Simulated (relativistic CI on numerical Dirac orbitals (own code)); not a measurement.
# Hyperfine structure of Si IV, mass number 29

Calculated at this level of theory: Dirac-Coulomb-Breit CI, separate exchange-only KLI orbitals for each configuration, QED by a radiative potential, valence Slater integrals scaled by 0.85, P86 correlation energy added to each configuration (own radial code, finite nucleus).

Configurations in the expansion (outside the closed core [Ne]): 3s, 3p, 3d, 4s, 4p, 4d, 4f, 5s, 5p, 5d, 5g, 5f, 6s, 6p, 6d. Levels of other configurations are missing.

Nuclear spin I = 1/2, μ = -0.55505 μN (tables of Stone and Pyykkö). The electronic factors are computed for point nuclear moments, without core polarisation; leaving it out makes A of s and p electrons in near-neutral atoms 20 to 40 % too small, and it can dominate for d and f shells.

```json
{"Level": "3s ²S1/2", "E (eV)": "0.0000", "A (MHz)": "-5856"}
{"Level": "3p ²P°1/2", "E (eV)": "8.7835", "A (MHz)": "-1307"}
{"Level": "3p ²P°3/2", "E (eV)": "8.8385", "A (MHz)": "-257.4"}
{"Level": "3d ²D5/2", "E (eV)": "19.7493", "A (MHz)": "-18.48"}
{"Level": "3d ²D3/2", "E (eV)": "19.7502", "A (MHz)": "-43.15"}
{"Level": "4s ²S1/2", "E (eV)": "23.8442", "A (MHz)": "-2055"}
{"Level": "4p ²P°1/2", "E (eV)": "26.8777", "A (MHz)": "-508.1"}
{"Level": "4p ²P°3/2", "E (eV)": "26.8966", "A (MHz)": "-100.1"}
```

Levels with J = 0, under 50 % of one LS term, or S terms without an open s electron are left out. Small factors come from cancelling terms and can be off by tens of per cent or more.

Correlation outside the listed configurations is missing or only estimated: errors of thousands of cm⁻¹ between configurations and terms are usual at this charge. Rates and lifetimes follow the computed energies and can be off by large factors. The fine structure of a lone outer electron comes out too small, for d and f at times inverted, and misplaced configurations move strength between like terms. 19 of the 19 excited levels that our extract of the measured tables holds in this range could be paired (the sources list more); they are missed by 1307 cm⁻¹ on average and 1977 at most, and levels without a partner can miss by more.

Question: Give the hyperfine levels of 3s ²S1/2 relative to its centre of gravity.

Answer: With K = F(F + 1) − I(I + 1) − J(J + 1), E = AK/2: F = 0: 4392, F = 1: -1464 MHz.
